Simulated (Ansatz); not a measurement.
`CC(=N)O[SiH2]O` and `CC(=N)O` differ in one atom or group.

Ansatz, PBE0-D4/def2-TZVP geometries, multiplicity 1. Each molecule was computed in one conformer, which needn't be the lowest.

```tsv
property	`CC(=N)O[SiH2]O`
size of the dipole moment (PBE/def2-TZVPP) / D	3.09
LUMO energy (ωB97M-V/def2-TZVPP) / eV	2.15
size of the dipole moment (B3LYP/def2-TZVPP) / D	3.19
HOMO–LUMO gap (PBE0/def2-TZVPP) / eV	8.38
HOMO energy (ωB97M-V/def2-TZVPP) / eV	-10.64
HOMO–LUMO gap (PBE/def2-TZVPP) / eV	5.78
```

**Question.** Give the same properties after the change, and the shifts. (Estimate.)

**Answer.** Computed: 
| property | `CC(=N)O` | shift |
| --- | --- | --- |
| size of the dipole moment (PBE/def2-TZVPP) / D | 1.48 | -1.61 |
| LUMO energy (ωB97M-V/def2-TZVPP) / eV | 2.43 | 0.28 |
| size of the dipole moment (B3LYP/def2-TZVPP) / D | 1.56 | -1.63 |
| HOMO–LUMO gap (PBE0/def2-TZVPP) / eV | 8.63 | 0.25 |
| HOMO energy (ωB97M-V/def2-TZVPP) / eV | -10.24 | 0.40 |
| HOMO–LUMO gap (PBE/def2-TZVPP) / eV | 5.98 | 0.20 |

With PBE0 the HOMO rises by 0.39 eV and the LUMO rises by 0.65 eV, so the gap widens by about 0.26 eV. PBE moves the HOMO by 0.41 eV and ωB97M-V by 0.40 eV. Dipoles are sizes alone; their direction can turn.

B3LYP here is the variant with VWN-RPA as its local correlation; programs differ in this.
